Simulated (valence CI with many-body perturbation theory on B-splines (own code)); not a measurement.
Re⁴³⁺: E2, M1 decay

Computed by configuration interaction combined with many-body perturbation theory (CI+MBPT): four valence electrons over a frozen Dirac-Fock core [Ar] 3d10, radial functions for each j: 11 s, 11 p, 10 d, 8 f, 5 g, 2 h, with the one-electron correlation potential Σ1, the two-electron term Σ2, the three-electron term Σ3, Breit, model QED; selected CI, second order for the rest, scaled by the run's own slope (own B-spline code, finite nucleus).

The last digits are not significant, and no measured levels were compared; by estimate large intervals hold to a few tenths of a per cent, small ones and those within an open d or f shell to about a per cent. Among the levels kept, up to 430 cm⁻¹ of a level comes from second order outside the variational space, and about a tenth of that is noise between levels of different J, which matters for small intervals.

Lines 1 to 13 of 13 in falling wavelength, among levels below 50.501 Ry, chosen from the decays that carry over 1 % of a level's rate. Wavelengths and rates use the calculated energies. Electric multipoles are in the length gauge with retardation, E1 and E2 with the static RPA response of the core. M1 uses the relativistic operator with retardation. S is in atomic units (e²a₀⁴ for E2 and M2, e²a₀⁶ for E3), for M1 in squared Bohr magnetons. Weak lines are less certain than strong ones. Lines between different terms over intervals too small for the method are left out, as are lines whose strength nearly cancels.

Levels are named by their leading jj configuration (3d3/2^4 stands for four electrons in 3d with j = 3/2), which in mixed levels can hold well under half, so a name can repeat and another be missing.

```
λ vac (nm)                   Upper                   Lower  Type   A (s⁻¹)  S (a.u.)
     15.91  (4s^2 4p3/2 4d5/2) J=4  (4s 4p1/2 4p3/2^2) J=3    M1  7.03e+05  9.45e-01
     12.78  (4s^2 4p3/2 4d5/2) J=4  (4s^2 4p1/2 4d5/2) J=3    M1  4.25e+06  2.96e+00
     12.78  (4s^2 4p3/2 4d5/2) J=4  (4s^2 4p1/2 4d5/2) J=3    E2  6.49e+04  1.77e-02
     12.56  (4s^2 4p1/2 4p3/2) J=1      (4s^2 4p1/2^2) J=0    M1  6.23e+06  1.38e+00
     12.34  (4s^2 4p3/2 4d5/2) J=4  (4s^2 4p1/2 4d5/2) J=2    E2  8.29e+04  1.91e-02
     12.16      (4s^2 4p3/2^2) J=2  (4s^2 4p1/2 4p3/2) J=2    M1  5.10e+06  1.70e+00
     12.16      (4s^2 4p3/2^2) J=2  (4s^2 4p1/2 4p3/2) J=2    E2  3.63e+05  4.31e-02
     12.03  (4s^2 4p1/2 4p3/2) J=2      (4s^2 4p1/2^2) J=0    E2  1.98e+05  2.23e-02
     11.66      (4s^2 4p3/2^2) J=2  (4s^2 4p1/2 4p3/2) J=1    M1  5.30e+06  1.56e+00
     11.66      (4s^2 4p3/2^2) J=2  (4s^2 4p1/2 4p3/2) J=1    E2  1.77e+05  1.70e-02
     11.12      (4s^2 4p3/2^2) J=0  (4s^2 4p1/2 4p3/2) J=2    E2  7.62e+05  1.16e-02
     10.70      (4s^2 4p3/2^2) J=0  (4s^2 4p1/2 4p3/2) J=1    M1  1.28e+07  5.83e-01
     6.712  (4s^2 4p3/2 4d5/2) J=4  (4s 4p1/2^2 4p3/2) J=2    E2  8.69e+04  9.52e-04
```
